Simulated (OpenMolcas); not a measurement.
# neutral antimony: effect of the active space

* Program: OpenMolcas
* Method: CASSCF or its RAS form
* Basis: ANO-R2
* Scalar Hamiltonian: X2C, finite nucleus
* Spin-orbit coupling: state interaction with AMFI integrals over the reference wave functions, term energies averaged over their components

A. 3 electrons in 3 orbitals (5p); 2S+1 = 4 odd, 1 root; 2S+1 = 2 odd, 8 roots; cost about 3 core-seconds
B. 5 electrons in 4 orbitals (5s 5p); 2S+1 = 4 odd, 1 root; 2S+1 = 2 odd, 8 roots; 2S+1 = 4 even, 3 roots; cost roughly 10 core-seconds
C. 5 electrons in 8 orbitals (5s 5p 6s 6p); 2S+1 = 4 odd, 1 root; 2S+1 = 2 odd, 8 roots; 2S+1 = 4 even, 3 roots; 2S+1 = 2 even, 9 roots; cost of the order of 20 core-seconds
D. 5 electrons in 9 orbitals (RAS2 5s 5p; RAS3 5d, at most 2 electrons); 2S+1 = 4 odd, 1 root; 2S+1 = 2 odd, 8 roots; 2S+1 = 4 even, 3 roots; 2S+1 = 2 even, 5 roots (0 in the spin-orbit step); cost about 26 core-seconds

Energies in cm⁻¹ above 5s² 5p³ ⁴S°_3/2, the measured ground level; measured values from NIST Handbook of Basic Atomic Spectroscopic Data.

| Level | A | B | C | D | Measured |
| --- | --- | --- | --- | --- | --- |
| 5s² 5p³ ⁴S°_3/2 | 0.0 | 0.0 | 0.0 | 0.0 | 0.0 |
| 5s² 5p³ ²D°_3/2 | 12496 | 12164 | 11754 | 11830 | 8512 |
| 5s² 5p³ ²D°_5/2 | 13448 | 13503 | 13187 | 12902 | 9854 |
| 5s² 5p³ ²P°_1/2 | 22039 | 18775 | 18090 | 19975 | 16395 |
| 5s² 5p³ ²P°_3/2 | 23355 | 20448 | 19824 | 21375 | 18464 |

Deviations, from unrounded energies. A percentage is the sum of absolute deviations over the sum of measured energies, with the sign that they share, or ± where signs differ.

| Against measurement | Levels | A | B | C | D |
| --- | --- | --- | --- | --- | --- |
| mean absolute deviation (cm-1) | 4 | 4500 | 2900 | 2400 | 3200 |
| other terms of the ground configuration (%) | 4 | +34.0 | +21.9 | +18.1 | +24.2 |

C lies closest to measurement on these levels and A furthest from it. The largest miss of C in the table is 5s² 5p³ ²D°_5/2, by +3300 cm-1. The ranking rests on the paired levels alone, and a cruder setting can come out closer through cancelling errors.

Among A to D the level of the table that moves most is 5s² 5p³ ²P°_1/2, by 3900 cm-1 (lowest in C, highest in A).

With the s shell closed, the reference lacks s² → p² mixing (holds for A). The run also gave levels led by 5s² 5p² 6s, which use shells meant for correlation; these and all levels above them are left out (holds for C). Some high roots are left out of the spin-orbit mixing, which shifts the levels that they would mix with (holds for D). Active for correlation alone: 5d; no level in the range computed is led by a configuration that fills it, so any true level of that kind is missing (holds for D). Computed and measured levels are paired by configuration, term and J; levels that our copy of the source lacks, or whose pairing is in doubt (as where it misses far off the trend of its configuration), stay unpaired and out of the deviations. Only configurations of the active space appear. Levels that lie high or do not pair safely by name in every column are left out.

° marks odd parity.
